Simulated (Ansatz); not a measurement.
Relaxation of BGeH$_{6}$N (9 atoms, charge 0, multiplicity 1), to a largest force component of 0.015 eV/Å in at most 40 steps.

Method: RKS B3LYP/def2-SVP in Ansatz 0.2.0.

```xyz
9
Properties=species:S:1:pos:R:3
N -1.047 0.632 -1.139
B 0.002 0.743 -0.104
Ge 0.469 -0.903 0.934
H -0.694 0.030 -1.897
H -1.162 1.615 -1.608
H 0.566 1.780 0.108
H -0.841 -1.425 1.702
H 1.531 -0.618 1.949
H 0.916 -2.067 -0.073
```

**Question.** Where does it end, and by what steps?

**Answer.** The run converged. The force dipped under the threshold on the way, but the program's further checks kept it going. After 12 steps the energy has fallen by 1.014 eV; H6 moved furthest, 0.92 Å.

```tsv
step	energy less start (eV)	largest force component (eV/Å)	accepted
0	0.0000	3.095	yes
1	-0.5019	2.339	yes
2	-0.8261	1.012	yes
3	-0.9515	0.550	yes
4	-0.9901	0.348	yes
5	-1.0099	0.036	yes
6	-1.0121	0.032	yes
7	-1.0131	0.113	yes
8	-1.0136	0.103	yes
9	-1.0140	0.011	yes
10	-1.0141	0.010	yes
11	-1.0141	0.018	no
12	-1.0141	0.007	yes
```

```xyz
9
Properties=species:S:1:pos:R:3
N -0.566 0.776 -1.375
B -0.196 0.801 -0.036
Ge 0.414 -0.931 0.933
H -0.561 -0.061 -1.948
H -0.870 1.603 -1.880
H -0.241 1.857 0.549
H -0.495 -1.278 2.138
H 1.852 -0.811 1.496
H 0.404 -2.170 -0.004
```

Whether the end is a true minimum wasn't checked by a vibrational analysis.

Run time: 3.5 min on 1 thread of Intel(R) Xeon(R) Processor @ 2.50GHz (Skylake/Cascade Lake) (shared host), peak memory 0.19 GiB.
